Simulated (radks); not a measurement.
The numbers below are computed, except where a source is named.
Species: Al6+. Configuration: [He] 2s2 2p3.

Level of theory: non-relativistic Kohn-Sham, TPSS, spin-polarised, spherical densities, point nucleus; open shells are filled with parallel spins first; meta-GGA in the generalised Kohn-Sham scheme (a radial shooting solver on a logarithmic mesh with Libxc functionals).

Energy parts (hartree):
part                      energy
total                 -223.35776
kinetic                223.16037
electron-nucleus      -492.52381
Hartree                 60.60084
exchange-correlation   -14.59516

Orbitals (lengths in bohr, moments of r in powers of bohr; r(max) is where P^2 peaks):
orbital  occ.  eigenvalue (hartree)   r(max)    <r^2>
1s up       1             -62.37371  0.07872  0.01946
1s down     1             -62.13991  0.07863  0.01928
2s up       1              -9.42156   0.4689   0.3750
2s down     1              -8.94336   0.4769   0.3907
2p up       3              -8.16347   0.3902   0.3198
2p down     0              -7.60946   0.3982   0.3415
3s up       0              -3.12949    1.391    2.562
3p up       0              -2.79098    1.401    2.668

The highest occupied level is 2p up at -222.14 eV. The spin density at the nucleus is 0.338 e/bohr^3 (1s -2.941, 2s 3.278), a Fermi contact field of 17.7 T. The electron density at the nucleus is 1422 e/bohr^3. For comparison, the ionisation energy in NIST's Atomic Spectra Database is 241.8 eV (semi-empirical). In exact Kohn-Sham theory the highest level is minus the ionisation energy, but local and semilocal functionals leave it too shallow, through self-interaction and a potential that decays too fast; potentials with the right tail come closer.
